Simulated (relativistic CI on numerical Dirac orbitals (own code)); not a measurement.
**Ca⁵⁺: calculation against measurement**

Method of calculation: Dirac-Coulomb-Breit CI, KLI orbitals optimised for each configuration, model QED (radiative potential, 1s self-energy scaled to tabulated hydrogen-like ionisation energies), valence Slater integrals scaled by 0.85, P86 correlation estimate, and configurations built on the next ion tied to the tabulated ionisation energy (semi-empirical) (own radial code, finite nucleus).

CI space (outside the closed core [Ne]): 3s2 3p3, 3s2 3p2 3d, 3s2 3p2 4s, 3s2 3p2 4p, 3s2 3p2 4d, 3s2 3p2 5s, 3s2 3p2 4f, 3s 3p4, 3p5, 3s2 3p 3d2, 3s 3p3 3d, 3p3 3d2, 3p4 3d, 3s 3p2 3d2, 3s 3p3 4s, 3s2 3p2 5p, 3s 3p3 4p, 3s2 3p2 5d, 3s2 3p2 5f, 3s2 3p2 5g, 3s2 3p 3d 4s, 3s 3p3 4d, 3s2 3p 3d 4p, 3s 3p3 4f. Levels of other configurations are missing.

```csv
Configuration,Term (tabulated),J,Measured (cm⁻¹),Computed,Error,Purity (%)
3s2 3p3,4S°,3/2,0.0,0,0,97
3s 3p4,4P,5/2,155786.5,159924,4137,88
3s 3p4,4P,3/2,157767.5,161893,4126,88
3s 3p4,4P,1/2,158830.5,162945,4114,88
3s2 3p2 4s,4P,1/2,433849.0,443789,9940,98
3s2 3p2 4s,4P,3/2,435286.0,445249,9963,98
3s2 3p2 4s,4P,5/2,437392.0,447390,9998,98
```

Measured levels from Sugar and Corliss, J. Phys. Chem. Ref. Data 8, 865 (1979); pairs were made by configuration, J and term (by order where the table uses no LS term), so strongly mixed levels may be paired wrongly. Some J values or terms of the table were assigned by a fit.

Mean error by configuration (cm⁻¹): 3s 3p4 4126; 3s2 3p2 4s 9967. Over the excited levels the mean absolute error is 7046 cm⁻¹ (6 of the 6 excited levels that our extract of the source holds in range could be paired), and the median relative error of those above 1,000 cm⁻¹ is 2.4 %. Some levels of the ground configuration have no partner.
